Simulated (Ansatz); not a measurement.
Program: Ansatz. Geometries: PBE0-D4/def2-TZVP. ΔE: electronic, gas phase. CBS: MP2 limit from def2 TZ/QZ plus the TZ coupled-cluster correction, frozen cores. This one scheme is used for every species. Functionals use def2-TZVPP. B3LYP here is the variant with VWN-RPA as its local correlation; programs differ in this. def2 core potentials past Kr. For Sn outer-core shells are correlated without core-valence functions, which leaves a few kJ/mol of doubt a bond. One conformer a species, not always the lowest.

Consider the cleavage of the Sn–Si bond: `N[SiH]([SiH3])[SnH3]` + `CSS` → `CS[S][SnH3]` + `N[SiH2][SiH3]`.

`N[SiH]([SiH3])[SnH3]`:

Z-matrix (Å, degrees):
```
Si
Si 1 2.350
Sn 1 2.568 2 109.3
N 1 1.732 2 115.9 3 -121.7
H 1 1.491 2 107.6 3 118.3
H 2 1.490 1 110.7 3 -61.1
H 2 1.490 1 110.0 3 58.5
H 2 1.491 1 111.5 3 178.1
H 3 1.712 1 109.7 2 -79.2
H 3 1.708 1 112.2 2 161.2
H 3 1.709 1 111.4 2 39.7
H 4 1.008 1 119.0 2 70.7
H 4 1.009 1 119.0 2 -69.0
```

`CSS`:

```xyz
7

C     0.810   -0.073    0.529
S    -0.126    1.140   -0.421
S    -1.966    0.280   -0.575
H     0.946   -0.995   -0.037
H     0.320   -0.281    1.479
H     1.786    0.380    0.717
H    -1.771   -0.451   -1.692
```

`CS[S][SnH3]`:

```xyz
10

C    -1.818    0.690    0.533
S    -0.619    1.478   -0.555
S     0.006   -0.092   -1.725
Sn    1.861   -0.818   -0.357
H    -1.343   -0.066    1.157
H    -2.216    1.484    1.169
H    -2.630    0.248   -0.045
H     3.026    0.424   -0.344
H     1.254   -1.096    1.213
H     2.478   -2.254   -1.045
```

`N[SiH2][SiH3]`:

Cartesian coordinates in Å:
```
N -0.558 -0.640 1.576
Si 0.647 0.100 0.588
Si -0.163 0.237 -1.604
H -1.502 -0.289 1.554
H -0.317 -0.954 2.502
H 1.861 -0.760 0.648
H 1.078 1.470 1.011
H -1.475 0.944 -1.620
H -0.356 -1.113 -2.198
H 0.786 1.005 -2.457
```

```json
{"level": "PBE-D4", "ΔE (kJ/mol)": "-25.8", "difference from CCSD(T)/CBS": "9.8"}
{"level": "revPBE-D4", "ΔE (kJ/mol)": "-28.2", "difference from CCSD(T)/CBS": "7.4"}
{"level": "BLYP-D4", "ΔE (kJ/mol)": "-33.7", "difference from CCSD(T)/CBS": "1.9"}
{"level": "B97M-V", "ΔE (kJ/mol)": "-36.6", "difference from CCSD(T)/CBS": "-1.0"}
{"level": "PBE0-D4", "ΔE (kJ/mol)": "-27.7", "difference from CCSD(T)/CBS": "7.9"}
{"level": "B3LYP-D4", "ΔE (kJ/mol)": "-34.2", "difference from CCSD(T)/CBS": "1.4"}
{"level": "r2SCAN0-D4", "ΔE (kJ/mol)": "-31.7", "difference from CCSD(T)/CBS": "3.9"}
{"level": "B2PLYP", "ΔE (kJ/mol)": "-35.9", "difference from CCSD(T)/CBS": "-0.3"}
{"level": "revPBE", "ΔE (kJ/mol)": "-25.0", "difference from CCSD(T)/CBS": "10.6"}
{"level": "r2SCANh", "ΔE (kJ/mol)": "-31.8", "difference from CCSD(T)/CBS": "3.8"}
{"level": "BHLYP", "ΔE (kJ/mol)": "-37.1", "difference from CCSD(T)/CBS": "-1.5"}
{"level": "HF/def2-SVP", "ΔE (kJ/mol)": "-44.9", "difference from CCSD(T)/CBS": "-9.3"}
{"level": "HF/def2-TZVPP", "ΔE (kJ/mol)": "-44.7", "difference from CCSD(T)/CBS": "-9.1"}
{"level": "MP2/def2-QZVPP", "ΔE (kJ/mol)": "-39.4", "difference from CCSD(T)/CBS": "-3.8"}
{"level": "MP2/CBS(def2)", "ΔE (kJ/mol)": "-40.2", "difference from CCSD(T)/CBS": "-4.6"}
{"level": "CCSD/CBS(def2)", "ΔE (kJ/mol)": "-35.2", "difference from CCSD(T)/CBS": "0.4"}
{"level": "CCSD(T)/CBS", "ΔE (kJ/mol)": "-35.6", "difference from CCSD(T)/CBS": "0"}
```

Largest T1 diagnostic among the species: 0.013.

In def2-TZVPP, CCSD(T) changes the Hartree–Fock value by +11.4 kJ/mol (the triples alone add −0.4 kJ/mol) and MP2 by +6.8 kJ/mol. From BLYP to BHLYP (50 % exact exchange), in def2-TZVPP and without D4, ΔE moves by −5.4 kJ/mol. Leaving LDA and LC-ωPBE aside and taking each functional with its dispersion term where it has one, the values, not all of them listed here, spread over 11.8 kJ/mol, from BHLYP-D4 to PBE-D4.
